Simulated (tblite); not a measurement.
C4H13N2PSi2.
Atom-mapped SMILES: `[CH3:1][CH2:2][Si@@H:3]([C:4]#[N:5])[CH2:6][NH:7][SiH2:8][PH2:9]` (hydrogens: H10, H11, H12 on C1; H13, H14 on C2; H15 on Si3; H16, H17 on C6; H18 on N7; H19, H20 on Si8; H21, H22 on P9)

Structure optimised with GFN2-xTB, isolated species.

Question: List the bond lengths, angles and torsions at this level.

Answer: 
```json
{"bond": "C1–C2", "length (Å)": "1.527", "order": "single"}
{"bond": "C2–Si3", "length (Å)": "1.904", "order": "single"}
{"bond": "Si3–C4", "length (Å)": "1.871", "order": "single"}
{"bond": "C4≡N5", "length (Å)": "1.146", "order": "triple"}
{"bond": "Si3–C6", "length (Å)": "1.917", "order": "single"}
{"bond": "C6–N7", "length (Å)": "1.447", "order": "single"}
{"bond": "N7–Si8", "length (Å)": "1.708", "order": "single"}
{"bond": "Si8–P9", "length (Å)": "2.239", "order": "single"}
{"bond": "C1–H10, C1–H11, C1–H12", "length (Å)": "1.088", "order": "single"}
{"bond": "C2–H13", "length (Å)": "1.093", "order": "single"}
{"bond": "C2–H14", "length (Å)": "1.093", "order": "single"}
{"bond": "Si3–H15", "length (Å)": "1.471", "order": "single"}
{"bond": "C6–H16", "length (Å)": "1.097", "order": "single"}
{"bond": "C6–H17", "length (Å)": "1.090", "order": "single"}
{"bond": "N7–H18", "length (Å)": "1.008", "order": "single"}
{"bond": "Si8–H19", "length (Å)": "1.471", "order": "single"}
{"bond": "Si8–H20", "length (Å)": "1.474", "order": "single"}
{"bond": "P9–H21, P9–H22", "length (Å)": "1.380", "order": "single"}
```

Bonds in one row agree within 0.01 Å and their mean is given. Orders are formal, as drawn. A selection of angles:
```json
{"angle": "C1–C2–Si3", "degrees": "113.2"}
{"angle": "C2–Si3–C4", "degrees": "107.6"}
{"angle": "C2–Si3–C6", "degrees": "112.4"}
{"angle": "C4–Si3–C6", "degrees": "106.0"}
{"angle": "Si3–C4–N5", "degrees": "179.8"}
{"angle": "Si3–C6–N7", "degrees": "111.2"}
{"angle": "C6–N7–Si8", "degrees": "125.0"}
{"angle": "N7–Si8–P9", "degrees": "102.7"}
{"angle": "H18–N7–C6", "degrees": "113.1"}
{"angle": "H18–N7–Si8", "degrees": "120.4"}
```

Torsions: C1–C2–Si3–C4 176° (antiperiplanar); C2–Si3–C6–N7 64° (synclinal); Si3–C6–N7–Si8 -131° (anticlinal); C6–N7–Si8–P9 175° (antiperiplanar).

N7 (silicon-bound nitrogen) is almost planar (angles 125.0°, 120.4° and 113.1°, sum 358.5°, 0.10 Å off the plane of its three neighbours). P9 (three-coordinate phosphorus) is pyramidal (angles 95.6°, 94.1° and 92.2°, sum 282.0°, 0.84 Å off the plane of its three neighbours). Si8 (SiH2 silicon) is distorted tetrahedral (angles from 102.7° to 115.0°). Si3 (SiH silicon) is distorted tetrahedral (angles from 106.0° to 113.0°). Of the pairs four or more bonds apart, Si8···H10 is among the closest relative to their van der Waals radii: 3.15 Å, 96 % of the sum of Bondi's values. The 3 C–Si bonds span 1.871 Å (Si3–C4, drawn single) to 1.917 Å (Si3–C6, drawn single), a spread of 0.046 Å. The 2 C–N bonds span 1.146 Å (C4≡N5, drawn triple) to 1.447 Å (C6–N7, drawn single), a spread of 0.301 Å.

Point group: C1 (no symmetry element, even within 0.4 Å). Its lowest GFN2-xTB frequency is 13 cm⁻¹, too small to tell a flat minimum from a shallow saddle. One conformer, not necessarily the lowest (C1–C2–Si3–C4 176°, C2–Si3–C6–N7 64°, Si3–C6–N7–Si8 -131°, C6–N7–Si8–P9 175°, N7–Si8–P9–H -161° and 106°).

These are computed values.
